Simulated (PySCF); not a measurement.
AlBr2, SMILES [Br][Al+][Br], charge +1.

Geometry optimised at B3LYP-D3(BJ)/def2-TZVP. The multiplicity is an assumed one; other spin states were not compared. The isomer is the one that the SMILES or the coordinates give; other isomers of the formula were not compared.

These are PBE/def2-TZVPD run with PySCF values and carry that method's errors.

Computed frontier levels, gap, dipole moment and polarisability:
```json
{
 "highest_occupied_level": "-13.45 eV",
 "lowest_empty_level": "-9.25 eV",
 "orbital_gap": "4.20 eV",
 "dipole_moment_about_the_centre_of_nuclear_charge": "0.000 e·Å",
 "mean_static_polarisability": "61.7 bohr³ (9.14 Å³)",
 "polarisability_principal_values": "46.3, 46.3, 92.5 bohr³"
}
```
